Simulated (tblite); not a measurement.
Species: C₁₁H₁₂.
Geometry (GFN2-xTB, Å), atoms numbered from 1 in this order:
```
atom  x, y, z in Å
C1    -2.3039   -0.9774    1.1197
C2    -1.9525   -0.1985    0.1190
C3    -2.5021    1.0739   -0.4644
C4    -1.2739    1.1426   -1.3887
C5    -0.7918   -0.2301   -0.8515
C6     0.5802   -0.2644   -0.2528
C7     1.5789   -1.0607   -0.7982
C8     2.8497   -1.0739   -0.2504
C9     3.1379   -0.2912    0.8538
C10    2.1488    0.5054    1.4061
C11    0.8805    0.5191    0.8563
H12   -1.7304   -1.8514    1.3799
H13   -3.1752   -0.7720    1.7195
H14   -3.4501    0.9424   -0.9856
H15   -2.6093    1.8976    0.2408
H16   -1.4935    1.1631   -2.4537
H17   -0.5896    1.9542   -1.1503
H18   -0.8915   -1.0284   -1.5914
H19    1.3604   -1.6763   -1.6597
H20    3.6163   -1.6979   -0.6871
H21    4.1286   -0.3032    1.2839
H22    2.3673    1.1172    2.2696
H23    0.1105    1.1369    1.2952
```

Computed with GFN2-xTB (tblite): harmonic, unscaled wavenumbers at the GFN2-xTB geometry, gas phase. This tight-binding method is rough: wavenumbers can miss measured ones by several per cent, in bad cases by 10 to 20. One conformer, not necessarily the lowest.

Harmonic wavenumbers (cm⁻¹): 32.8, 58.1, 95.3, 159.1, 242.0, 316.4, 357.8, 371.0, 407.4, 517.3, 547.0, 590.2, 660.5, 671.9, 695.0, 752.7, 783.7, 819.8, 877.0, 890.4, 899.2, 928.7, 930.4, 932.1, 949.7, 975.7, 1012.1, 1030.3, 1045.4, 1083.5, 1087.7, 1125.9, 1172.8, 1182.0, 1183.0, 1195.6, 1204.5, 1215.6, 1233.9, 1249.8, 1280.4, 1305.4, 1330.9, 1405.9, 1442.2, 1454.8, 1478.9, 1481.6, 1592.2, 1605.6, 1774.9, 2944.9, 2978.3, 2997.5, 3014.7, 3020.7, 3065.3, 3070.1, 3076.5, 3083.2, 3090.5, 3094.3, 3118.6.

A = 2446, B = 717.5, C = 688.7 MHz; mass 144.094 u (most abundant isotopes); point group C1, symmetry number 1.

Problem. What is the zero-point energy?

Solution. ½Σν̃ = 42095 cm⁻¹ = 503.57 kJ/mol.

Problem. Entropy at 400 K, 1 bar (ideal gas, RRHO, classical rotation)?

Solution. Translation 176.95, rotation 129.04, vibration 164.12: S = 470.1 J/(mol K).

Problem. And Cp and H(400 K) − H(0)?

Solution. Cp = 225.85 J/(mol K), of which vibrations give 192.59 (their classical limit is 63 R = 523.8); H(400 K) − H(0) = 48.16 kJ/mol without the zero-point energy, 34.85 from vibrations.

Problem. Which modes carry the vibrational entropy at 400 K?

Solution. 32.8 cm⁻¹: 26.09; 58.1 cm⁻¹: 21.35; 95.3 cm⁻¹: 17.26; 159.1 cm⁻¹: 13.07; 242.0 cm⁻¹: 9.73; 316.4 cm⁻¹: 7.67 J/(mol K); the other 57 give 68.96 together.

Problem. Blend soft modes into free rotors: weight 1/[1 + (100 cm⁻¹/ν̃)⁴] for the oscillator and the rest for a rotor with moment μB/(μ + B), μ = h/(8π²ν), B = 10⁻⁴⁴ kg m². What vibrational entropy results?

Solution. 148.26 J/(mol K) in place of 164.12, which changes −T·S at 400 K by +6.34 kJ/mol.

Hindered rotation and anharmonicity are outside this model. Other conformers, if any are populated, would add a mixing term that is left out. The structure is chiral; the term R ln 2 for an equal mix with its mirror image is left out.

Hardware: Intel Xeon Platinum 8259CL at 2.50 GHz, 2 threads, no GPU, shared host. Cost: 1.5 s wall, 3.1 s CPU. The figure is for the frequency step alone.
